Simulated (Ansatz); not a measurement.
`O[SiH](F)[AlH2]` + H₂Se → `O[SiH](F)[SeH]` + `[AlH3]` at 600 K and 1 bar (cleavage of the Si–Al bond).

Calculated with Ansatz (gas phase, PBE0-D4/def2-TZVP geometries, no zero-point term in ΔE). CCSD(T)/CBS is the MP2 limit (def2-TZVPP, def2-QZVPP) plus CCSD(T) − MP2 in def2-TZVPP, frozen cores. This one scheme is used for every species. For Se outer-core shells are correlated without core-valence functions, which leaves a few kJ/mol of doubt a bond. Scalar relativity is left out up to krypton. Each species was taken in one conformer, which may not be the lowest.

```json
{"species": "`O[SiH](F)[AlH2]`", "CCSD(T)/CBS energy (Eh)": "-708.55508", "H − E (kJ/mol)": "161.2", "S (J/(mol·K))": "430.2"}
{"species": "H₂Se", "CCSD(T)/CBS energy (Eh)": "-2401.89790", "H − E (kJ/mol)": "57.0", "S (J/(mol·K))": "244.8"}
{"species": "`O[SiH](F)[SeH]`", "CCSD(T)/CBS energy (Eh)": "-2866.70409", "H − E (kJ/mol)": "142.3", "S (J/(mol·K))": "405.9"}
{"species": "`[AlH3]`", "CCSD(T)/CBS energy (Eh)": "-243.78045", "H − E (kJ/mol)": "74.2", "S (J/(mol·K))": "242.3"}
```

H − E and S are ideal-gas, rigid-rotor, harmonic terms from PBE0-D4/def2-TZVP, for one conformer and one mirror image of each species. 1 Eh = 2625.50 kJ/mol, R = 8.31446 J/(mol·K).

Problem. By hand: ΔE, ΔH, ΔS and ΔG.

Solution. ΔE = (-2866.70409) + (-243.78045) − (-708.55508) − (-2401.89790) = -0.03156 Eh = -82.9 kJ/mol. Δ(H − E) = 142.3 + 74.2 − 161.2 − 57.0 = -1.7, so ΔH = -84.6 kJ/mol. ΔS = 405.9 + 242.3 − 430.2 − 244.8 = -26.8 J/(mol·K). ΔG = -84.6 − 600 × (-26.8)/1000 = -68.5 kJ/mol.

Problem. By hand: the equilibrium constant, and the temperature at which ΔG would vanish if ΔH and ΔS stayed fixed.

Solution. log₁₀ K = −ΔG/(RT ln 10) = 6.0. ΔG = 0 at ΔH/ΔS = 3157 K, far beyond where these terms or the molecules hold.

ΔH outweighs TΔS. A doubt of 5 kJ/mol in ΔE shifts log₁₀ K by 0.4 here. Other conformers and mirror images would add mixing entropy, several J/(mol·K) or more a flexible species. Modes under 60 cm⁻¹, often nearly free rotors, make the harmonic entropy too high. These are equilibria of isolated gas molecules and say nothing of rates. Largest T1 diagnostic: 0.012 (customary marks: 0.02 for closed shells, 0.045 for open ones).
